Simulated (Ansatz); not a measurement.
`[BH2][GeH2][CH3]` + H₂O → `[BH2][GeH2][OH]` + CH₄  (formal hydrolysis of a Ge–C bond)

Calculated with Ansatz (gas phase, PBE0-D4/def2-TZVP geometries, no zero-point term in ΔE). CBS: MP2 limit from def2 TZ/QZ plus the TZ coupled-cluster correction, frozen cores. This one scheme is used for every species. Functionals use def2-TZVPP. For Ge outer-core shells are correlated without core-valence functions, which leaves a few kJ/mol of doubt a bond. Scalar relativity is left out up to krypton. One conformer a species, not always the lowest.

```csv
level,ΔE (kJ/mol),difference from CCSD(T)/CBS
PBE-D4,-39.8,-2.6
revPBE-D4,-40.0,-2.8
r2SCAN-D4,-46.0,-8.8
B97M-V,-52.3,-15.1
ωB97M-V,-43.3,-6.1
PBE-QIDH,-40.0,-2.8
PBE0,-39.9,-2.7
r2SCANh,-45.2,-8.0
BHLYP,-51.7,-14.5
CAM-B3LYP,-51.1,-13.9
RPA@PBE/def2-TZVPP,-41.3,-4.1
HF/def2-SVP,-57.2,-20.0
MP2/def2-SVP,-51.0,-13.8
CCSD/def2-SVP,-50.8,-13.6
SCS-MP2/def2-TZVPP,-45.8,-8.6
MP2/def2-QZVPP,-38.4,-1.2
CCSD(T)/CBS,-37.2,0
```

Largest T1 diagnostic among the species: 0.012.

In def2-TZVPP, CCSD(T) changes the Hartree–Fock value by +17.6 kJ/mol (the triples alone add +1.0 kJ/mol) and MP2 by +17.9 kJ/mol. At CCSD(T), def2-SVP lies −13.3 kJ/mol from the extrapolated value and def2-TZVPP −3.2 kJ/mol.
